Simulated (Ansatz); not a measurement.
Born–Oppenheimer molecular dynamics of ClFH₂OZn (6 atoms, charge 0, multiplicity 1). It starts at the highest image of a converged band. Of that band: A vibrational analysis at the climbing image gives 2 clearly imaginary modes (925i, 125i cm⁻¹): a point of higher order, so a lower path passes nearby.

The calculation used RHF/def2-SVP in Ansatz.

```
ensemble                      : NVE (velocity Verlet)
time step                     : 0.5 fs
steps asked                   : 200
starting velocities drawn for : 100 K
seed                          : 7085
```

First frame:

```xyz
6
Properties=species:S:1:pos:R:3
Zn 0.229 0.044 -0.089
O -0.055 -0.097 1.780
H -0.685 -0.154 2.477
Cl -0.365 -0.087 -2.145
F 1.889 0.546 0.983
H 1.123 0.301 1.714
```

Problem. How far do the bonds stretch over the last three quarters of this one trajectory? (Pairs bonded in most of those frames.)

Solution. 
```tsv
bond	mean (Å)	spread (Å)	shortest	longest
Zn1–O2	1.822	0.033	1.78	1.90
Zn1–Cl4	2.139	0.035	2.09	2.19
O2–H3	0.942	0.001	0.94	0.94
F5–H6	0.936	0.014	0.92	0.98
```

Mean temperature of the second half: 162 K. The conserved energy stayed within 0.0099 meV per atom of its start (net change 0.0065 meV per atom), so the integration is sound. The kinetic energy rose, since the run started high on the potential surface and went downhill. It ends in pieces (ClHOZn + FH), so much of that is their flight and rotation, not heat. A run of 0.1 ps of so small a system gives no equilibrium averages. The orbitals stay closed-shell, which can raise the energy where a bond breaks towards radicals; this wasn't checked here.

Time of the run: 4.3 min on 1 thread of Arm Neoverse V2, on a shared host, peak memory 0.17 GiB.
